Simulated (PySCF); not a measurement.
# Energy of a gas-phase reaction

Reaction: Zn(SH)NH2 + tin tetrachloride → SnCl3NHZnSH + hydrogen chloride. Separate species in the gas phase, each in one low structure relaxed by PBE0-D3(BJ)/def2-SVP, with no frequency check at that level.

| species | role | SMILES | charge | multiplicity |
| --- | --- | --- | --- | --- |
| Zn(SH)NH2 | reactant | [NH2][Zn][SH] | 0 | 1 |
| tin tetrachloride | reactant | [Cl][Sn]([Cl])([Cl])[Cl] | 0 | 1 |
| SnCl3NHZnSH | product | [SH][Zn][NH][Sn]([Cl])([Cl])[Cl] | 0 | 1 |
| hydrogen chloride | product | Cl | 0 | 1 |

Problem. Is the reaction downhill in energy? Give ΔE by level.

Solution. PBE0-D3(BJ)/def2-SVPD +7.9, B3LYP-D3(BJ)/def2-SVPD +8.4 kcal/mol (PySCF), so it is uphill. These are electronic energies, without barriers or thermal terms.

Atoms past Kr carry effective core potentials.
